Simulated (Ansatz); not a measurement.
`SB1CC1Cl` + HCl → `ClB1CC1Cl` + H₂S at 500 K and 1 bar (ligand exchange at a B–S bond).

Isolated molecules relaxed with PBE0-D4/def2-TZVP in Ansatz; ΔE leaves out vibrations. CCSD(T)/CBS is the MP2 limit (def2-TZVPP, def2-QZVPP) plus CCSD(T) − MP2 in def2-TZVPP, frozen cores. This one scheme is used for every species. One conformer a species, not always the lowest.

```tsv
species	CCSD(T)/CBS energy (Eh)	H − E (kJ/mol)	S (J/(mol·K))
`SB1CC1Cl`	-960.84036	191.8	385.6
HCl	-460.38127	32.5	201.9
`ClB1CC1Cl`	-1022.24527	164.6	376.8
H₂S	-398.97279	57.0	224.0
```

H − E and S are ideal-gas, rigid-rotor, harmonic terms from PBE0-D4/def2-TZVP, for one conformer and one mirror image of each species. 1 Eh = 2625.50 kJ/mol, R = 8.31446 J/(mol·K).

**Question.** By hand: ΔE, ΔH, ΔS and ΔG.

**Answer.** ΔE = (-1022.24527) + (-398.97279) − (-960.84036) − (-460.38127) = 0.00357 Eh = 9.4 kJ/mol. Δ(H − E) = 164.6 + 57.0 − 191.8 − 32.5 = -2.7, so ΔH = 6.7 kJ/mol. ΔS = 376.8 + 224.0 − 385.6 − 201.9 = 13.3 J/(mol·K). ΔG = 6.7 − 500 × (13.3)/1000 = 0.0 kJ/mol.

**Question.** By hand: the equilibrium constant, and the temperature at which ΔG would vanish if ΔH and ΔS stayed fixed.

**Answer.** log₁₀ K = −ΔG/(RT ln 10) = 0.0. ΔG = 0 at ΔH/ΔS = 504 K, though so small a ΔH makes that figure unsure.

TΔS isn't small against ΔH here. The sign of ΔG lies within the doubt. A doubt of 5 kJ/mol in ΔE shifts log₁₀ K by 0.5 here. Other conformers and mirror images would add mixing entropy, several J/(mol·K) or more a flexible species. These are equilibria of isolated gas molecules and say nothing of rates. Largest T1 diagnostic: 0.012 (customary marks: 0.02 for closed shells, 0.045 for open ones).
